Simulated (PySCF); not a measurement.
## Sn(2+) (tin, charge +2) across methods

[Kr] 4d10 5s2, closed-shell 1S. Calculation: PySCF 2.14, in aug-cc-pVQZ-PP with one added diffuse shell each of s, p, d, f, g type with ECP28MDF (8s8p6d4f3g, 117 functions); scalar relativity through the core potential.

| method | E (hartree) | mean ε 4p (eV) | mean ε 4d (eV) | mean ε 5s (eV) | Σ⟨r²⟩ (bohr²) | ⟨S²⟩ |
| --- | --- | --- | --- | --- | --- | --- |
| M06 | -213.5488 | -111.59 | -45.952 | -27.531 | 31.89 | 0.000 |
| CAM-B3LYP | -213.4407 | -113.23 | -47.187 | -28.618 | 32.05 | 0.000 |
| r2SCAN | -213.5304 | -109.54 | -43.742 | -26.378 | 31.88 | 0.000 |
| wB97M-V | -213.4198 | -114.90 | -48.305 | -29.323 | 32.03 | 0.000 |
| PBE0 | -213.4669 | -112.20 | -45.787 | -27.058 | 31.98 | 0.000 |
| UHF | -212.58346 | -127.46 | -52.990 | -28.789 | 32.36 | 0.000 |
| PBE | -213.4608 | -106.73 | -43.000 | -26.167 | 31.97 | 0.000 |

Task: Estimate the same row for LDA.

Result: E (hartree) = -213.1094; mean ε 4p (eV) = -106.65; mean ε 4d (eV) = -43.118; mean ε 5s (eV) = -26.617; Σ⟨r²⟩ (bohr²) = 31.97; ⟨S²⟩ = 0.000.

Energies and moments cover only the electrons outside the core potential.
